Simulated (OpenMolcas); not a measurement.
Ru4+ among 6 point charges of -1.5 e arranged as a trigonal prism (D3h), with a polar angle of 55.5° against the regular 49.1°.

```json
{"Program": "OpenMolcas", "Method": "CASSCF", "Basis": "ANO-RCC-VDZP [6s5p3d1f]", "Scalar Hamiltonian": "DKH2, point nucleus", "Active space": "4 electrons in 5 orbitals (4d)", "State averaging": "2S+1 = 5 even, 5 roots; 2S+1 = 3 even, 45 roots; 2S+1 = 1 even, 50 roots", "Spin-orbit coupling": "RASSI with atomic mean-field integrals over the reference wave functions"}
```

All point charges move together. At R = 1.66 Å the first state of the same spin is 4464 cm-1, and at R = 1.94 Å it is 1861 cm-1.

Task: A third run gives 2672 cm-1. What distance was it run at?

Result: With a power law R^-n the two known points give n = -ln(1861 / 4464) / ln(1.94 / 1.66) = 5.61. Then R = 1.66 × (4464 / 2672)^(1/5.61) = 1.819 Å. The run was at 1.82 Å, so the estimate is off by -0.001 Å.

An orbital doublet at a regular site is open to a Jahn-Teller distortion, which this geometry leaves out. Without dynamic correlation the repulsion within the d shell is too large (B by tens of per cent), so at a given field states of lower spin stand too high. Point charges give a weaker field than real ligands, and real ions of this kind are as a rule low spin; the high spin found here belongs to the model. This shell can be high or low spin here, a state of another spin lies low, and with metal d orbitals alone active their balance is uncertain, so the ground spin may be wrong (holds for R = 1.66; R = 1.82). The ground term spreads over less than 5000 cm-1, several times less than with real ligands, so orbital moments are less quenched and χT lies further from the spin-only value than at real sites (holds for R = 1.94). Point charges carry no covalency, so the field is a model and not that of real ligands. No measured value stands beside these numbers.
